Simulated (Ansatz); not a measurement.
Species: HBBr$_{2}$S, SMILES `SB(Br)Br` (H–S–B–Br torsion 0°) (charge 0, multiplicity 1).

### Question
Give a relaxed geometry from Ansatz (a quantum-chemistry and plane-wave program) with r2SCAN-D4/def2-TZVP.

### Answer
Several could match; the one computed here: the end point of this relaxation, one of several conformers (outside a Z-matrix the atoms follow the SMILES, hydrogens last).
Z-matrix (Å, degrees):
```
B
S 1 1.7850
H 2 1.3455 1 96.72
Br 1 1.9132 2 117.01 3 -180.00
Br 1 1.9139 2 123.10 3 -0.01
```
